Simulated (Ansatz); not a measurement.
Born–Oppenheimer molecular dynamics of CH$_{5}$FOSi (9 atoms, charge 0, multiplicity 1). It starts at the highest image of a converged band. Of that band: The profile has 2 maxima (images 1, 4) with wells between them (image 2): this band takes more than one step, which may be the mechanism or a detour left from its start path. Neighbouring images differ by up to 4.3 eV, so the band resolves the path poorly. A vibrational analysis at the climbing image gives one clearly imaginary mode, 2086i cm⁻¹: a first-order saddle point.

The calculation used RHF/def2-SVP (Ansatz).

- ensemble: NVE (velocity Verlet)
- time step: 0.5 fs
- steps asked: 200
- starting velocities drawn for: 300 K
- seed: 7965

First frame:

```xyz
9
Properties=species:S:1:pos:R:3
Si 0.206 0.077 -0.402
O 0.648 0.117 1.362
C -0.051 -0.437 2.457
H -0.329 -1.473 2.261
H 0.586 -0.391 3.337
H -0.957 0.141 2.635
H 1.373 -0.523 0.545
H -0.195 1.456 -0.781
F -1.211 -0.718 -0.378
```

Q: How far do the bonds stretch over the last three quarters of this one trajectory? (Pairs bonded in most of those frames.)

A: 
```
  bond  mean (Å)  spread (Å)  shortest  longest
Si1–O2     1.664       0.080      1.52     1.79
Si1–H7     1.578       0.196      1.24     2.02
Si1–H8     1.594       0.139      1.35     1.94
Si1–F9     1.626       0.019      1.59     1.67
 O2–C3     1.409       0.060      1.31     1.52
 C3–H4     1.091       0.010      1.07     1.11
 C3–H5     1.089       0.026      1.05     1.13
 C3–H6     1.092       0.015      1.06     1.12
```

Mean temperature of the second half: 2274 K. The conserved energy stayed within 1.2 meV per atom of its start (net change -0.15 meV per atom), so the integration is sound. The kinetic energy rose, since the run started high on the potential surface and went downhill. A run of 0.1 ps of so small a system gives no equilibrium averages. The orbitals stay closed-shell, which can raise the energy where a bond breaks towards radicals; this wasn't checked here.

Time of the run: 3.4 min on 1 thread of Arm Neoverse V2, on a shared host, peak memory 0.15 GiB.
